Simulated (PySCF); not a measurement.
# Trend along the chalcogens: MSi molecules

PBE0 with double-zeta basis sets in PySCF, for the lowest determinant that a PBE0 search found; no spin–orbit coupling. De refers to high-spin ground-configuration atoms. A positive dipole means M(−)Si(+).

```tsv
M	basis	state (unpaired electrons)	Re (Å)	ωe (cm⁻¹)	De (eV)	μ (D)
O	def2-SVP	singlet (closed shell)	1.523	1261	7.63	2.70
S	x2c-SVPall	singlet (closed shell)	1.939	768	6.09	1.56
Te	x2c-SVPall	singlet (closed shell)	2.271	504	4.65	0.54
```

The row for M = Se is missing. Estimate Re, ωe and De as the mean of the rows for S and Te, and compare with the calculation.

The means are 2.105 Å, 636 cm⁻¹ and 5.37 eV. PBE0 in x2c-SVPall gives SiSe as a singlet (closed shell) with Re = 2.063 Å, ωe = 597 cm⁻¹, De = 5.48 eV, so the estimate is off by +4.2 pm, +7 % and -0.11 eV.

The rows differ in basis set, which adds steps of its own.

Relativity is treated differently too: O no relativity; S spin-free X2C; Se spin-free X2C; Te spin-free X2C.

Spin–orbit coupling is left out, which matters for elements this heavy, above all for dissociation energies.
